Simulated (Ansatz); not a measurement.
Ideal-gas functions of `C[O][Ge][SH]` at 298.15 K and 1 bar, from an Ansatz frequency run at PBE0-D4/def2-TZVP.

Molar mass 136.72 g/mol, point group Cs (symmetry number 1), electronic degeneracy 1, moments of inertia 111.334, 169.147, 277.284 u Å². Harmonic wavenumbers (cm⁻¹, unscaled): 128, 160, 172, 285, 294, 368, 581, 618, 1125, 1171, 1187, 1467, 1492, 1495, 2718, 3009, 3072, 3106.

Use S(trans) = R[1.5 ln M + 2.5 ln T − 1.1517]; rotational temperatures θ = 24.2544 K / I; S(rot) = R[ln(√π/σ · √(T³/θAθBθC)) + 1.5]; for each mode x = 1.438777 ν̃/T, S = R[x/(eˣ − 1) − ln(1 − e⁻ˣ)] and H = RT x/(eˣ − 1); 1 cm⁻¹ = 0.0119627 kJ/mol; R = 8.31446 J/(mol·K).

Question: By hand: the entropy, in J/(mol·K).

Answer: Translation 170.2. Rotation: θ = 0.2179, 0.1434, 0.0875 K, giving 112.8. Vibration, mode by mode: 12.45, 10.67, 10.10, 6.29, 6.07, 4.55, 2.02, 1.76, 0.24, 0.19, 0.18, 0.06, 0.05, 0.05, 0.00, 0.00, 0.00, 0.00, in all 54.7. Electronic 0.0. Sum 337.7 J/(mol·K).

Question: By hand: H − E and G − E in kJ/mol, counted from the electronic energy.

Answer: Zero-point energy ½ × 22448 × 0.0119627 = 134.3; thermal vibration 9.2; translation, rotation and pV give 4 RT = 9.9. H − E = 153.4 kJ/mol, and G − E = 153.4 − 298.15 × 337.7/1000 = 52.7 kJ/mol.

Vibration gives 16 % of the entropy, 12.5 J/(mol·K) of it from the mode under 150 cm⁻¹: soft modes count most, and the harmonic formula is weakest for them. The sum counts one conformer and one mirror image; others add a mixing term.
